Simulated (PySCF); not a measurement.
# Kr²⁺ (krypton, charge +2) across methods

[Ar] 3d10 4s2 4p3 5s1, high-spin 5S determinant (an excited configuration). Computed with PySCF 2.14 in aug-cc-pVTZ-DK, with the spin-free X2C one-electron Hamiltonian (Gaussian nucleus).

| method | E (hartree) | mean ε 4s β (eV) | mean ε 4p α (eV) | mean ε 5s α (eV) | Σ⟨r²⟩ (bohr²) | ⟨S²⟩ |
| --- | --- | --- | --- | --- | --- | --- |
| B97-3 | -2787.713 | -50.346 | -38.762 | -15.680 | 36.63 | 6.001 |
| UHF | -2786.20660 | -52.977 | -43.505 | -17.149 | 37.41 | 6.001 |
| B3LYP | -2787.991 | -50.429 | -38.217 | -15.674 | 36.40 | 6.000 |
| r2SCAN | -2787.921 | -49.035 | -37.754 | -15.155 | 36.81 | 6.000 |
| PBE0 | -2787.663 | -50.258 | -38.781 | -15.769 | 36.45 | 6.000 |
| PBE | -2787.606 | -48.818 | -36.910 | -15.187 | 36.28 | 6.000 |
| HSE06 | -2787.651 | -50.040 | -38.310 | -15.465 | 36.44 | 6.000 |
| LDA | -2784.063 | -49.338 | -36.943 | -15.424 | 36.12 | 6.000 |

Question: Estimate the same row for M06-2X.

Answer: E (hartree) = -2788.115; mean ε 4s β (eV) = -50.174; mean ε 4p α (eV) = -40.175; mean ε 5s α (eV) = -16.312; Σ⟨r²⟩ (bohr²) = 36.47; ⟨S²⟩ = 6.001.

The outer electron is Rydberg-like, and this basis confines it to a smaller radius and binds it less than a complete one would.
